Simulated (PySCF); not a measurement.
C2H6F3PSi2.
Z-matrix (Å and degrees, PBE0-D3(BJ)/def2-SVP geometry), rows numbered from 1:
```
F 
C   1  1.3088
F   2  1.3036  1  111.78
C   2  1.3370  1  123.23  3   179.93
F   4  1.3467  2  117.09  1  -178.47
Si  4  1.8806  2  126.62  1    -4.26
Si  6  2.3442  4  104.70  2  -103.40
P   7  2.2701  6  103.73  4    55.98
H   6  1.4922  4  108.58  2    14.89
H   6  1.4927  4  108.86  2   134.89
H   7  1.4947  6  108.94  4   -58.97
H   7  1.4964  6  112.56  4   179.99
H   8  1.4299  7   93.23  6    73.51
H   8  1.4290  7   95.01  6   167.48
```

Level: PBE0/pcSseg-1 in PySCF, non-relativistic, on one gas-phase PBE0-D3(BJ)/def2-SVP geometry that isn't relaxed in the solvent. The solvent is an IEF-PCM continuum (van der Waals radii × 1.2). Specific hydrogen bonds and non-electrostatic terms are outside this model.

```tsv
run	E − E(gas) (kJ/mol)	HOMO (eV)	HOMO–LUMO gap (eV)	dipole (D)
gas	0.00	-7.30	6.82	2.20
P	-9.07	-7.21	6.91	2.82
Q	-7.84	-7.21	6.90	2.73
```

Q: The runs were made in chloroform and tetrahydrofuran. Which run belongs to which solvent?

A: P = tetrahydrofuran, Q = chloroform. The dielectric constants are 4.711 (chloroform), 7.426 (tetrahydrofuran), and the energy falls further as ε rises. In this model the ground state sees the solvent through ε alone.

Q: How constant is the ratio of the lowering to (ε − 1)/(2ε + 1)?

A: 
| solvent | (ε − 1)/(2ε + 1) | E − E(gas) (kJ/mol) | ratio (kJ/mol) | polarisation term (kJ/mol) |
| --- | --- | --- | --- | --- |
| chloroform | 0.356 | -7.84 | -22.0 | -8.72 |
| tetrahydrofuran | 0.405 | -9.07 | -22.4 | -10.28 |

The ratio changes by +1.6 % in size from chloroform to tetrahydrofuran. The polarisation term is half the interaction of the solute with the induced surface charges.
